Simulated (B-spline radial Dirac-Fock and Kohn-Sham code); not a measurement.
## Elastic scattering of 29.6 keV electrons by the Sc atom

Model: relativistic (Dirac) partial waves in the static field of the Dirac-Fock atom with Furness-McCarthy exchange, without polarisation or absorption potentials. Program: a B-spline atomic structure program.

```tsv
θ (°)	dσ/dΩ (Å²/sr)	Sherman function
0	92.8	0.000
0.5	65.9	0.000
1	31.1	0.000
2	8.07	0.000
4	1.42	0.000
8	0.145	0.000
12	0.0376	0.000
16	0.0140	0.000
24	0.00323	-0.001
32	0.00112	-0.002
45	0.000322	-0.007
60	0.000115	-0.015
75	5.33e-05	-0.024
90	2.94e-05	-0.033
105	1.84e-05	-0.038
120	1.28e-05	-0.039
135	9.81e-06	-0.036
150	8.14e-06	-0.027
165	7.28e-06	-0.015
180	7.02e-06	0.000
```

The total elastic cross section is 0.164 Å², the first transport cross section 0.000973 Å² and the second, weighted with (3/2) sin²θ, 0.00239 Å². The mean deflection is ⟨1 − cos θ⟩ = 0.00592, and 0.056 % of the collisions scatter beyond 90°.

Values without a named source are computed, but for edge energies of neutral atoms, which are taken from tables.
